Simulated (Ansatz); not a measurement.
Ligand exchange: GeSi3H10 + As(CH3)2(SiH3) → GeSi4H12 + AsH(CH3)2

Gas-phase species: GeSi3H10 `[SiH3][SiH2][SiH2][GeH3]`, singlet; As(CH3)2(SiH3), singlet; GeSi4H12 `[SiH3][SiH2][SiH2][SiH2][GeH3]`, singlet; AsH(CH3)2 (dimethylarsine), singlet. The partners trade H for SiH3: Si–H and As–SiH3 bonds give way to Si–SiH3 and As–H.

Shapes, held fixed at every level: PBE0-D4/def2-TZVP. Flexible molecules stand in one conformer, not always the lowest. Programs: Ansatz 0.2.0. Electronic energies: no zero-point or thermal term.

```tsv
level	kind	ΔE (kJ/mol)	less CCSD(T)/def2-TZVPP
BHLYP-D4/def2-TZVPP	global hybrid	+16.6	+0.9
r2SCAN0-D4/def2-TZVPP	global hybrid	+14.7	-1.0
MP2/def2-SVP	perturbation theory	+16.4	+0.7
CCSD(T)/def2-SVP	coupled cluster or CI	+11.9	-3.8
CCSD/def2-SVP	coupled cluster or CI	+12.1	-3.6
CCSD/def2-TZVPP	coupled cluster or CI	+16.0	+0.3
CCSD(T)/def2-TZVPP	coupled cluster or CI	+15.7	0.0
```

The highest level, CCSD(T)/def2-TZVPP, gives ΔE = +15.7 kJ/mol; the levels span +11.9 to +16.6. The column of differences is taken from that level and isn't an error. No measured value is set beside it here. Relativity is left out for As, Ge. Outer-core shells of As, Ge are correlated, in sets that cover them unevenly.
